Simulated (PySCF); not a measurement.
AlH3O3, SMILES [OH][Al]([OH])[OH]. Geometry optimised at PBE-D3(BJ)/def2-SVP. The isomer is the one that the SMILES or the coordinates give; other isomers of the formula were not compared. One conformer was computed; it need not be the lowest.

### Question
Give the equilibrium geometry at PBE-D3(BJ)/def2-SVP (PySCF confirms it by a frequency run) as bond lengths and angles, and its point group. (The exact figures need the calculation; the answer reports its results.)

### Answer
One answer among several that fit: point group C3h.
Atoms: Al1 O2 H3 O4 H5 O6 H7. Bonds (Å): Al1–O2 1.713, Al1–O4 1.713, Al1–O6 1.713, O2–H3 0.970, O4–H5 0.970, O6–H7 0.970. Angles (°): O2–Al1–O4 120.0, O2–Al1–O6 120.0, O4–Al1–O6 120.0, Al1–O2–H3 120.5, Al1–O4–H5 120.5, Al1–O6–H7 120.5.
